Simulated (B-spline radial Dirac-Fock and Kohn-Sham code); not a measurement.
These are calculated numbers from a radial atomic solver; the model is Dirac-Fock (average of configuration) total-energy differences with a finite nucleus, the Breit interaction including its frequency dependence, and self-energy and vacuum-polarisation corrections. The model has no electron correlation.

**Question.** Identify the element and charge state from the binding energies below (tabulated ground configuration; the least bound level is included).

```tsv
level	binding energy (eV)
2p1/2	7656.4
2p3/2	7016.1
4s	411.3
4d3/2	183.3
4d5/2	178.1
5p1/2	59.25
4f	39.12
```

**Answer.** Eu³⁺: Z = 63 with 60 electrons, [Xe] 4f6.

**Question.** An atom or ion in its tabulated ground configuration has these computed binding energies (the last is its least bound level). Which is it?

```csv
level,binding energy (eV)
1s,53794.9
3d3/2,1340.5
3d5/2,1305.0
4p1/2,349.1
4d3/2,177.0
4d5/2,170.3
6s,10.76
```

**Answer.** Dy⁺: Z = 66 with 65 electrons, [Xe] 4f10 6s1. The hydrogen-like estimate √(E/Ry) = 62.9 for the K level lies 3.1 below Z (screening lowers it, relativity raises it); the outermost level, at 10.76 eV, fixes the charge.

**Question.** Identify the element and charge state from the binding energies below (tabulated ground configuration; the least bound level is included).

```
level  binding energy (eV)
   1s              24622.1
   2s               4776.4
2p1/2               4516.2
   3s               1740.9
   3p               1621.6
```

**Answer.** Rh²⁸⁺: Z = 45 with 17 electrons, [Ne] 3s2 3p5. The hydrogen-like estimate √(E/Ry) = 42.5 for the K level lies 2.5 below Z (screening lowers it, relativity raises it); the outermost level, at 1621.6 eV, fixes the charge.

**Question.** An atom or ion in its tabulated ground configuration has these computed binding energies (the last is its least bound level). Which is it?

```
level  binding energy (eV)
   1s              45989.3
   2s               9473.3
2p1/2               9085.0
   3s               3558.4
3p1/2               3399.7
3p3/2               3273.2
   3d               3060.9
```

**Answer.** Nd⁴¹⁺: Z = 60 with 19 electrons, [Ar] 3d1. The hydrogen-like estimate √(E/Ry) = 58.1 for the K level lies 1.9 below Z (screening lowers it, relativity raises it); the outermost level, at 3060.9 eV, fixes the charge.

**Question.** An atom or ion in its tabulated ground configuration has these computed binding energies (the last is its least bound level). Which is it?

```
level  binding energy (eV)
   L1              15541.6
   L2              14944.9
   M1               5203.7
   M2               4943.1
   M4               4152.1
   M5               4073.0
 N2,3               2238.9
```

**Answer.** Ir⁴³⁺: Z = 77 with 34 electrons, [Ar] 3d10 4s2 4p4.
